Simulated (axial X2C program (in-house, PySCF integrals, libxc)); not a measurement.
# FCoF⁻: properties at the nuclei

Computed with an axial X2C code built on PySCF integrals: two-component X2C with atomic mean-field Coulomb and Gaunt terms, Gaussian nuclei, basis F dyall-av3z, Co dyall-v3z with contracted cores.

F–Co–F held linear, with bonds 1.771 and 1.771 Å (near the PBE0 minimum at charge -1 of the determinant lowest at the starting distance; the state shown can have its own minimum elsewhere, held linear; other orders of the atoms were not compared).

Determinant lowest in the PBE0 search, Ω = 1 (⟨Sz⟩ = 1.00, ⟨Lz⟩ = 0.00 at PBE0), spin on the atoms F 0.04, Co 0.92, F 0.04:

| level | A∥/gI F (MHz) | qzz F (a.u.) | A∥/gI Co (MHz) | qzz Co (a.u.) |
| --- | --- | --- | --- | --- |
| PBE0 | -9.62 | 0.65 | 43 | 2.19 |
| HF | -21.1 | 0.45 | -134 | 2.47 |
| LDA | -24.5 | 0.61 | 163 | 2.59 |

A∥ (defined per Ω) follows by multiplying with gI = μI/(I μN); qzz is the electric field gradient, eQq0 = 234.96 MHz × Q/barn × qzz. The operators were transformed with the bare-nucleus X2C matrices; with these basis sets, hyperfine constants and field gradients can be off by tens of per cent, and where levels differ in sign neither size nor sign is settled.

Problem. With Q(59Co) = 0.42 barn (Q from Pyykkö, Mol. Phys. 2018), turn the PBE0 values of the first state into constants in MHz.

Solution. eQq0(59Co) = 234.96 × (0.42) × (2.19) = 216 MHz.

The molecule was held linear; bending was not examined, so a bent shape may lie lower.

Each state is one determinant with collinear spin, which with several unpaired electrons need not be a pure state. Unrestricted Hartree–Fock can overshoot spin polarisation at the nuclei. For an anion, determinants above electron detachment, or with a positive highest level, are held by the basis set. With several open shells hyperfine constants can be off by a factor of several. Open-shell Ω = 0 determinants with evenly filled partner blocks cannot be reached by this program, so the Ω shown need not be the lowest component. At HF a later determinant lies lower. States lie within half an eV, so the first need not be the ground state. Further determinants of the search, some of them spin-mixed, are not shown. Where a field gradient or hyperfine factor spreads by more than a factor of two over the levels, a constant derived from it is not to be relied on.
